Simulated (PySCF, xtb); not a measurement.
MgHI, SMILES [I][MgH].

xtb 6.7.1 with GFN2-xTB at its own geometry gives an orbital gap of 4.44 eV and a dipole moment of 5.34 D.

Geometry: B3LYP-D3(BJ)/def2-TZVP. The def2 effective core potentials stand for the cores of I; spin–orbit coupling is left out.

Task: What does ωB97X/def2-TZVPD (PySCF) give? (Estimate from the structure and the level; the computed values follow.)

Result: gap 10.26 eV (levels -9.73 and 0.53 eV), dipole 1.34 D.
